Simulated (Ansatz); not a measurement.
The same bond dissociation along the group F, Cl, Br.

Calculated with Ansatz (gas phase, PBE0-D4/def2-TZVP geometries, no zero-point term in ΔE). CCSD(T)/CBS adds triple-zeta CCSD(T) − MP2 to the extrapolated MP2 energy (def2 sets, frozen cores). This one scheme is used for every species, atoms too. Functionals use def2-TZVPP. No spin–orbit coupling; open shells (•) take unrestricted orbitals. Spin–orbit coupling would lower the free atoms: a little for Cl, F; clearly for Br. Bonds to Br are less sure, by a few kJ/mol each and by 10 to 20 or more in all where they break to atoms, as the def2 sets lack core-valence functions. Scalar relativity is left out up to krypton.

```json
{"reaction": "`C[SiH2]F` → F• + `C[SiH2]`•", "B2PLYP (eV)": "6.69", "PBE-D4 (eV)": "6.68", "HF/CBS(def2) (eV)": "5.16"}
{"reaction": "`C[SiH2]Cl` → Cl• + `C[SiH2]`•", "B2PLYP (eV)": "4.81", "PBE-D4 (eV)": "4.88", "HF/CBS(def2) (eV)": "3.78"}
{"reaction": "`C[SiH2]Br` → Br• + `C[SiH2]`•", "B2PLYP (eV)": "4.21", "PBE-D4 (eV)": "4.28", "HF/CBS(def2) (eV)": "3.22"}
```

Problem. Give the CCSD(T)/CBS values in the same order. (Estimate.)

Solution. The calculation gave: 6.86, 5.00, 4.47 eV.

Largest T1 diagnostic: 0.012, for `C[SiH2]`•.
